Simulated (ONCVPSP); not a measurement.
What one change does to a pseudopotential (Zn (Z = 30), ONCV)

Zn, optimised norm-conserving Vanderbilt (ONCV), made with ONCVPSP 4.0.1 (PBE, scalar-relativistic). Core [Ar], reference 3d10 4s1 (charge +1). Waves: 4s: rc 2.20 bohr, ncon 4, nbas 8, qcut 3.6 1/bohr, 2 projectors, debl 1.2 Ha; p scattering state at 0.4 Ha: rc 1.95 bohr, ncon 4, nbas 7, qcut 4.1 1/bohr, 1 projector; 3d: rc 0.95 bohr, ncon 4, nbas 8, qcut 16.1 1/bohr, 2 projectors, debl 2.1 Ha. Local part: polynomial inside 0.75 bohr (lpopt 3, dvloc0 0 Ha). Core correction: none.

In the p channel the program set the typed energies aside and used 0.050 Ha.

Change: s: qcut 2.6.

Cutoffs: the cutoffs (Ha) at which the residual kinetic energy of the hardest occupied pseudo-wave falls to 1 and 0.1 mHa per electron; they do not see the model core or the augmentation charge, which bear on the density cutoff. Errors are all-electron minus pseudo energies relative to the spin-unpolarised reference configuration.

Problem. Predict the effect on cutoff, ghosts and configuration errors.

Solution. The potential gets neither clearly harder nor softer (105 Ha and 117 Ha → 105 Ha and 117 Ha); both files keep a bound ghost (p, s); of the 4 tests that both files solve, the error grows in 2 and shrinks in 0 by more than 15 % and 0.3 meV (median size 25.5 → 33.1 meV).

```tsv
quantity	base	changed
cutoff, loose	105 Ha	105 Ha
cutoff, tight	117 Ha	117 Ha
loose cutoff by channel	s 5.6 Ha, d 105 Ha	s 17 Ha, d 105 Ha
bound ghosts	s, p	s, p
GHOST(+) flags under 300 eV	none	none
error for 3d10 4s2, meV [ΔE -9.89 eV]	+5.1	+6.2
error for 3d10 4s0, meV [ΔE 18.44 eV]	+18	+16
error for 3d9 4s0, meV [ΔE 58.98 eV]	+33	-51
error for 3d10 4s0 4p1, meV [ΔE 6.32 eV]	-49	-51
s: phases at 2.23 bohr within 0.05 rad from the reference energy up to (Ha; the scan ends near 5)	2.6	2.6
p: phases at 1.98 bohr within 0.05 rad from the reference energy up to (Ha; the scan ends near 5)	4.2	4.2
d: phases at 0.96 bohr within 0.05 rad from the reference energy up to (Ha; the scan ends near 5)	to the end of the scan	to the end of the scan
```

 A true bound ghost makes a file unfit for plane-wave use even where its test errors are small: the radial tests pick states by their node count and pass the ghost by.
